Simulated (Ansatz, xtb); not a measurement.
**Relative energy of two isomers of C3H11B2NS**

We compare X, `CBNB(C)SC`, a singlet, with Y, `CNBCBSC`, a singlet. Both are isolated molecules in the gas phase, relaxed with r2SCAN-D4/def2-SVP; each stands in its lowest conformer found.

Quicker runs give these differences E(Y) − E(X): GFN2-xTB +17.4 kcal/mol; HF/STO-3G +35.8 kcal/mol (at GFN2-xTB geometries); r2SCAN-D4/def2-SVP//GFN2-xTB +34.1 kcal/mol.

Problem. Estimate E(Y) − E(X) at the level CCSD(T)/def2-SVP + ΔMP2/def2-TZVPP.

Solution. Calculated at CCSD(T)/def2-SVP + ΔMP2/def2-TZVPP: E(Y) − E(X) = +33.0 kcal/mol, so structure X lies lower.

Level by level:

```json
{"level": "GFN2-xTB", "geometry": "GFN2-xTB", "E(Y) − E(X) (kcal/mol)": "+17.4", "departure from the last row (kcal/mol)": "−15.6", "job, with rough time for the two": "optimisation, 0.78 s"}
{"level": "HF/STO-3G", "geometry": "GFN2-xTB", "E(Y) − E(X) (kcal/mol)": "+35.8", "departure from the last row (kcal/mol)": "+2.9", "job, with rough time for the two": "single point, 0.44 s"}
{"level": "r2SCAN-D4/def2-SVP//GFN2-xTB", "geometry": "GFN2-xTB", "E(Y) − E(X) (kcal/mol)": "+34.1", "departure from the last row (kcal/mol)": "+1.1", "job, with rough time for the two": "single point, 4.8 s"}
{"level": "r2SCAN-D4/def2-SVP", "geometry": "r2SCAN-D4/def2-SVP", "E(Y) − E(X) (kcal/mol)": "+33.6", "departure from the last row (kcal/mol)": "+0.6", "job, with rough time for the two": "optimisation, 67 s"}
{"level": "HF/def2-SVP", "geometry": "r2SCAN-D4/def2-SVP", "E(Y) − E(X) (kcal/mol)": "+36.2", "departure from the last row (kcal/mol)": "+3.2", "job, with rough time for the two": "part of the CCSD(T) run"}
{"level": "MP2/def2-SVP", "geometry": "r2SCAN-D4/def2-SVP", "E(Y) − E(X) (kcal/mol)": "+33.3", "departure from the last row (kcal/mol)": "+0.4", "job, with rough time for the two": "part of the CCSD(T) run"}
{"level": "CCSD(T)/def2-SVP", "geometry": "r2SCAN-D4/def2-SVP", "E(Y) − E(X) (kcal/mol)": "+31.9", "departure from the last row (kcal/mol)": "−1.1", "job, with rough time for the two": "single point"}
{"level": "CCSD(T)/def2-SVP + ΔMP2/def2-TZVPP", "geometry": "r2SCAN-D4/def2-SVP", "E(Y) − E(X) (kcal/mol)": "+33.0", "departure from the last row (kcal/mol)": "", "job, with rough time for the two": "single point, 2 min"}
```

As drawn, Y has 1 C–N, 1 B–H in place of 1 B–N, 1 C–H.

The levels shown agree on the order. The largest departure from CCSD(T)/def2-SVP + ΔMP2/def2-TZVPP is that of GFN2-xTB, 15.6 kcal/mol. The last row adds to CCSD(T) the change of the MP2 difference between the two basis sets, here +1.1 kcal/mol.

With thermal terms from frequencies at re-optimised GFN2-xTB minima (ideal gas, soft modes damped towards free rotors, one conformer each, 298.15 K, 1 atm): on the last row, ΔE + ΔZPE = +32.9, ΔH = +32.5, ΔG = +33.4 kcal/mol.

The correlated steps freeze 11 core orbitals. Programs: Ansatz 0.2.0, xtb 6.7.1; the last row on 4 threads of Arm Neoverse V1 on a shared host.
